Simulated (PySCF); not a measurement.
A calculated (UHF, PySCF 2.14, x2c-SVPall, the spin-free X2C one-electron Hamiltonian (Gaussian nucleus)) atom or ion has these occupied shells.

```json
{"shell": "1s α", "electrons": "1", "orbital energy (eV)": "-7777.1", "rms radius, mean of both spins (bohr)": "0.0649"}
{"shell": "1s β", "electrons": "1", "orbital energy (eV)": "-7777.1", "rms radius, mean of both spins (bohr)": "0.0649"}
{"shell": "2s α", "electrons": "1", "orbital energy (eV)": "-966.85", "rms radius, mean of both spins (bohr)": "0.276"}
{"shell": "2s β", "electrons": "1", "orbital energy (eV)": "-965.16", "rms radius, mean of both spins (bohr)": "0.276"}
{"shell": "2p α", "electrons": "3", "orbital energy (eV)": "-824.83", "rms radius, mean of both spins (bohr)": "0.249"}
{"shell": "2p β", "electrons": "3", "orbital energy (eV)": "-823.14", "rms radius, mean of both spins (bohr)": "0.249"}
{"shell": "3s α", "electrons": "1", "orbital energy (eV)": "-130.35", "rms radius, mean of both spins (bohr)": "0.836"}
{"shell": "3s β", "electrons": "1", "orbital energy (eV)": "-125.49", "rms radius, mean of both spins (bohr)": "0.836"}
{"shell": "3p α", "electrons": "3", "orbital energy (eV)": "-88.071", "rms radius, mean of both spins (bohr)": "0.896"}
{"shell": "3p β", "electrons": "3", "orbital energy (eV)": "-82.190", "rms radius, mean of both spins (bohr)": "0.896"}
{"shell": "3d α", "electrons": "5", "orbital energy (eV)": "-20.737", "rms radius, mean of both spins (bohr)": "1.28"}
{"shell": "3d β", "electrons": "3", "orbital energy (eV)": "-18.278", "rms radius, mean of both spins (bohr)": "1.28"}
```

Task: Name the element and its charge.

Result: Co⁺ (cobalt, charge +1), in [Ar] 3d8, high-spin 3F determinant.
